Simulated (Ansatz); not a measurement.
Ideal-gas functions of `S=C1BS1` at 400 K and 1 bar, from an Ansatz frequency run at PBE0-D4/def2-TZVP.

Molar mass 87.96 g/mol, point group Cs (symmetry number 1), electronic degeneracy 1, moments of inertia 30.766, 174.948, 205.714 u Å². Harmonic wavenumbers (cm⁻¹, unscaled): 298, 354, 449, 680, 745, 863, 901, 1442, 2767.

Use S(trans) = R[1.5 ln M + 2.5 ln T − 1.1517]; rotational temperatures θ = 24.2544 K / I; S(rot) = R[ln(√π/σ · √(T³/θAθBθC)) + 1.5]; for each mode x = 1.438777 ν̃/T, S = R[x/(eˣ − 1) − ln(1 − e⁻ˣ)] and H = RT x/(eˣ − 1); 1 cm⁻¹ = 0.0119627 kJ/mol; R = 8.31446 J/(mol·K).

Task: By hand: the entropy, in J/(mol·K).

Result: Translation 170.8. Rotation: θ = 0.7884, 0.1386, 0.1179 K, giving 110.0. Vibration, mode by mode: 8.12, 6.85, 5.18, 2.68, 2.23, 1.59, 1.43, 0.29, 0.00, in all 28.4. Electronic 0.0. Sum 309.2 J/(mol·K).

Task: By hand: H − E and G − E in kJ/mol, counted from the electronic energy.

Result: Zero-point energy ½ × 8499 × 0.0119627 = 50.8; thermal vibration 7.3; translation, rotation and pV give 4 RT = 13.3. H − E = 71.4 kJ/mol, and G − E = 71.4 − 400 × 309.2/1000 = -52.3 kJ/mol.

Vibration gives 9 % of the entropy.
